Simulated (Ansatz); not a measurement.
Ideal-gas functions of GaH$_{3}$O$_{2}$SSi, SMILES `[OH][Ga]1[O][SiH2][S]1` at 800 K and 1 bar, from an Ansatz frequency run at PBE0-D4/def2-TZVP.

Molar mass 164.9 g/mol, point group Cs (symmetry number 1), electronic degeneracy 1, moments of inertia 112.46, 283.064, 389.577 u Å². Harmonic wavenumbers (cm⁻¹, unscaled): 112, 144, 198, 284, 306, 386, 497, 593, 630, 677, 745, 837, 871, 886, 990, 2236, 2239, 3898.

Use S(trans) = R[1.5 ln M + 2.5 ln T − 1.1517]; rotational temperatures θ = 24.2544 K / I; S(rot) = R[ln(√π/σ · √(T³/θAθBθC)) + 1.5]; for each mode x = 1.438777 ν̃/T, S = R[x/(eˣ − 1) − ln(1 − e⁻ˣ)] and H = RT x/(eˣ − 1); 1 cm⁻¹ = 0.0119627 kJ/mol; R = 8.31446 J/(mol·K).

**Question.** By hand: the entropy, in J/(mol·K).

**Answer.** Translation 193.0. Rotation: θ = 0.2157, 0.0857, 0.0623 K, giving 128.7. Vibration, mode by mode: 21.65, 19.57, 16.94, 13.99, 13.38, 11.51, 9.52, 8.16, 7.71, 7.17, 6.48, 5.66, 5.38, 5.27, 4.54, 0.76, 0.76, 0.06, in all 158.5. Electronic 0.0. Sum 480.2 J/(mol·K).

**Question.** By hand: H − E and G − E in kJ/mol, counted from the electronic energy.

**Answer.** Zero-point energy ½ × 16529 × 0.0119627 = 98.9; thermal vibration 61.8; translation, rotation and pV give 4 RT = 26.6. H − E = 187.3 kJ/mol, and G − E = 187.3 − 800 × 480.2/1000 = -196.9 kJ/mol.

Vibration gives 33 % of the entropy, 41.2 J/(mol·K) of it from the modes under 150 cm⁻¹: soft modes count most, and the harmonic formula is weakest for them. The sum counts one conformer and one mirror image; others add a mixing term.
